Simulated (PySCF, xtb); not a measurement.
InH, SMILES [InH] (connectivity only; charge and spin as stated), neutral, multiplicity 1.

Harmonic wavenumbers (cm⁻¹) from GFN2-xTB (xtb) at its own minimum, in rising order: 1115.

**Question.** What does B3LYP-D3(BJ)/def2-TZVPD (PySCF) give at its own minimum? (An estimate is asked for; the answer gives what the named calculation found.)

**Answer.** 1423. Paired by order, the mean absolute difference is 308 cm⁻¹ and the zero-point energies are 1.6 and 2.0 kcal/mol.
